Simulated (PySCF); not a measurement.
## Two-component Hartree-Fock for Ca⁺ (calcium, charge +1)

Start: [Ar] 4s1; 4s1/2 filled at m_j = +1/2. Calculated with PySCF 2.14 in x2c-SVPall-2c with one added diffuse shell of s type (6s5p2d, 31 functions): generalised Hartree-Fock with the X2C-1e Hamiltonian and a Gaussian nucleus; one run each with spin-orbit coupling (SO) switched off, then screened by Boettger's factors. This is a chosen level, not necessarily the ground level.

```json
{"spinor shell": "1s1/2", "electrons": "2", "ε, spin-free (eV)": "-4090.4", "ε, screened SO (eV)": "-4090.4", "weight of nominal j (screened SO)": "1.000", "rms radius, screened SO (bohr)": "0.0889"}
{"spinor shell": "2s1/2", "electrons": "2", "ε, spin-free (eV)": "-468.35", "ε, screened SO (eV)": "-468.35", "weight of nominal j (screened SO)": "1.000", "rms radius, screened SO (bohr)": "0.393"}
{"spinor shell": "2p1/2", "electrons": "2", "ε, spin-free (eV)": "-378.06", "ε, screened SO (eV)": "-380.64", "weight of nominal j (screened SO)": "1.000", "rms radius, screened SO (bohr)": "0.360"}
{"spinor shell": "2p3/2", "electrons": "4", "ε, spin-free (eV)": "-378.06", "ε, screened SO (eV)": "-376.78", "weight of nominal j (screened SO)": "1.000", "rms radius, screened SO (bohr)": "0.363"}
{"spinor shell": "3s1/2", "electrons": "2", "ε, spin-free (eV)": "-68.267", "ε, screened SO (eV)": "-68.266", "weight of nominal j (screened SO)": "1.000", "rms radius, screened SO (bohr)": "1.24"}
{"spinor shell": "3p1/2", "electrons": "2", "ε, spin-free (eV)": "-43.206", "ε, screened SO (eV)": "-43.497", "weight of nominal j (screened SO)": "0.978", "rms radius, screened SO (bohr)": "1.38"}
{"spinor shell": "3p3/2", "electrons": "4", "ε, spin-free (eV)": "-43.206", "ε, screened SO (eV)": "-43.062", "weight of nominal j (screened SO)": "0.989", "rms radius, screened SO (bohr)": "1.38"}
{"spinor shell": "4s1/2", "electrons": "1", "ε, spin-free (eV)": "-11.329", "ε, screened SO (eV)": "-11.329", "weight of nominal j (screened SO)": "1.000", "rms radius, screened SO (bohr)": "4.01"}
```

| quantity | spin-free | screened SO |
| --- | --- | --- |
| E (hartree) | -679.34487 | -679.34738 |
| M_J | 1/2 | 1/2 |
| ⟨J²⟩ | 0.750 | 0.750 |
| ⟨L²⟩ | 0.000 | 0.000 |
| ⟨S²⟩ | 0.750 | 0.750 |

Each row is a mean over spinors that exchange with the open shell spreads, by up to 0.309 eV (3s1/2).

Without spin-orbit coupling the j labels of p, d and f shells carry no meaning; the spin-free column gives the mean over the occupied spinors of each nl shell.
